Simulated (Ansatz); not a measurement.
Cost and result for the atomization energy of CH$_{5}$FO$_{2}$Si, SMILES `C[Si](O)(O)F` (10 atoms, 9 bonds).

| atom | x (Å) | y (Å) | z (Å) |
| --- | --- | --- | --- |
| C1 | -0.381 | -0.005 | -1.341 |
| Si2 | 0.112 | 0.183 | 0.421 |
| O3 | -1.230 | 0.143 | 1.336 |
| O4 | 1.137 | -0.965 | 0.975 |
| F5 | 0.867 | 1.585 | 0.586 |
| H6 | -1.097 | 0.770 | -1.623 |
| H7 | -0.847 | -0.978 | -1.504 |
| H8 | 0.486 | 0.076 | -2.000 |
| H9 | -1.125 | 0.007 | 2.279 |
| H10 | 2.078 | -0.816 | 0.871 |

Total charge 0; spin multiplicity 1. Geometry: relaxed with PBE0-D4/def2-TZVP. It is one conformer, not always the lowest. Program: Ansatz. Hardware: A = 2 threads of an AMD EPYC 7R13 on a shared host; B = 2 threads of an AMD EPYC 7R13 on a shared host and a share of an NVIDIA H100 80 GB. Times are those of one run each, without the atoms' runs, and a repeat can differ threefold. Electronic energies, without spin–orbit coupling; frozen cores. CCSD(T)/CBS extrapolates def2-TZVPP and def2-QZVPP, and its time is that of the two runs behind it. T1 = 0.011. HSE06 is the plane-wave form, built on full-range PBE exchange.

CCSD(T)/CBS is a level of theory with its own doubt, some kJ/mol a heavy atom from the limit and from the frozen cores, so smaller differences don't rank the functionals.

```json
{"level": "CCSD(T)/CBS(def2)", "functions": "–", "atomization (kcal/mol)": "984.7", "difference from CCSD(T)/CBS": "0.0", "per bond": "0.0"}
{"level": "B2PLYP/def2-TZVPP [A]", "functions": "236", "atomization (kcal/mol)": "968.7", "difference from CCSD(T)/CBS": "-16.0", "per bond": "-1.8"}
{"level": "CCSD(T)/def2-TZVPP [B]", "functions": "236", "atomization (kcal/mol)": "956.2", "difference from CCSD(T)/CBS": "-28.5", "per bond": "-3.2"}
{"level": "revPBE-D4/def2-TZVPP [A]", "functions": "236", "atomization (kcal/mol)": "962.3", "difference from CCSD(T)/CBS": "-22.4", "per bond": "-2.5"}
{"level": "HSE06-D4/def2-TZVPP [A]", "functions": "236", "atomization (kcal/mol)": "970.1", "difference from CCSD(T)/CBS": "-14.6", "per bond": "-1.6"}
{"level": "CCSD(T)/def2-SVP [A]", "functions": "99", "atomization (kcal/mol)": "906.6", "difference from CCSD(T)/CBS": "-78.1", "per bond": "-8.7"}
{"level": "PBE-D4/def2-TZVPP (with forces) [A]", "functions": "236", "atomization (kcal/mol)": "988.8", "difference from CCSD(T)/CBS": "4.1", "per bond": "0.5"}
{"level": "ωB97X-V/def2-TZVPP [A]", "functions": "236", "atomization (kcal/mol)": "979.2", "difference from CCSD(T)/CBS": "-5.5", "per bond": "-0.6"}
{"level": "BLYP-D4/def2-TZVPP [A]", "functions": "236", "atomization (kcal/mol)": "973.7", "difference from CCSD(T)/CBS": "-11.0", "per bond": "-1.2"}
{"level": "PBE0-D4/def2-TZVPP [A]", "functions": "236", "atomization (kcal/mol)": "969.4", "difference from CCSD(T)/CBS": "-15.3", "per bond": "-1.7"}
{"level": "PBE-QIDH/def2-TZVPP [A]", "functions": "236", "atomization (kcal/mol)": "968.4", "difference from CCSD(T)/CBS": "-16.3", "per bond": "-1.8"}
{"level": "r2SCANh-D4/def2-TZVPP [A]", "functions": "236", "atomization (kcal/mol)": "972.7", "difference from CCSD(T)/CBS": "-12.0", "per bond": "-1.3"}
{"level": "CCSD(T)/def2-QZVPP [B]", "functions": "448", "atomization (kcal/mol)": "973.4", "difference from CCSD(T)/CBS": "-11.3", "per bond": "-1.3"}
```

Order the runs by time, with rough figures. (Estimate.)

Ansatz gave: BLYP-D4/def2-TZVPP [A] 3.4 s; revPBE-D4/def2-TZVPP [A] 3.6 s; PBE-D4/def2-TZVPP (with forces) [A] 4.2 s; CCSD(T)/def2-TZVPP [B] 4.4 s; HSE06-D4/def2-TZVPP [A] 6 s; PBE0-D4/def2-TZVPP [A] 6.5 s; r2SCANh-D4/def2-TZVPP [A] 8.5 s; B2PLYP/def2-TZVPP [A] 9.5 s; CCSD(T)/def2-SVP [A] 9.5 s; PBE-QIDH/def2-TZVPP [A] 10 s; ωB97X-V/def2-TZVPP [A] 13 s; CCSD(T)/def2-QZVPP [B] 20 s; CCSD(T)/CBS(def2) 24 s.

At CCSD(T), def2-SVP lies −78.1 kcal/mol from the extrapolated value and def2-TZVPP −28.5 kcal/mol: correlation converges slowly with the basis, and small sets miss more of it in the bonded molecule than in its fragments. The D4 term adds +7.1 kcal/mol with B3LYP and +3.7 kcal/mol with PBE0; it sums over pairs of atoms, weighted by their polarisabilities, and B3LYP, whose exchange is more repulsive, gets the larger term. Leaving LDA and LC-ωPBE aside and taking each functional with its dispersion term where it has one, the values, not all of them listed here, spread over 45.3 kcal/mol, from BHLYP-D4 to PBE-D4. LDA lies +132.2 kcal/mol from PBE without D4, its usual overbinding.

B3LYP here is the variant with VWN-RPA as its local correlation; programs differ in this.
